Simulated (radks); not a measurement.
Question: The mean radii <r> (bohr) of the occupied orbitals of an atom or ion are listed with their occupations. All-electron calculation, scalar-relativistic Kohn-Sham, PBE, spin-polarised, spherical densities, finite nucleus; Fermi nuclear charge, rms radius of each element as measured or else 0.836 A^(1/3) + 0.57 fm. Program: a radial shooting solver on a logarithmic mesh with Libxc functionals.

| orbital | occ. | <r> |
|---|---|---|
| 1s down | 1 | 0.05031 |
| 1s up | 1 | 0.05031 |
| 2s up | 1 | 0.2263 |
| 2s down | 1 | 0.2261 |
| 2p up | 3 | 0.1984 |
| 2p down | 3 | 0.1982 |
| 3s up | 1 | 0.6714 |
| 3s down | 1 | 0.6728 |
| 3p up | 3 | 0.6959 |
| 3p down | 3 | 0.6982 |
| 3d up | 5 | 0.7692 |
| 3d down | 3 | 0.7785 |

Name the element and its charge. Open shells, if any, are filled with parallel spins first.

Answer: Z = 30, zinc, charge +4: Zn4+ in [Ar] 3d8. The 1s radius gives Z: for a bare nucleus <r> = (2 gamma + 1)/(2Z) with gamma = sqrt(1 - (Z/c)^2), 0.04919 bohr for Z = 30, and screening makes it slightly larger (0.05031 here). The occupations add up to 26, and the charge is Z minus that.
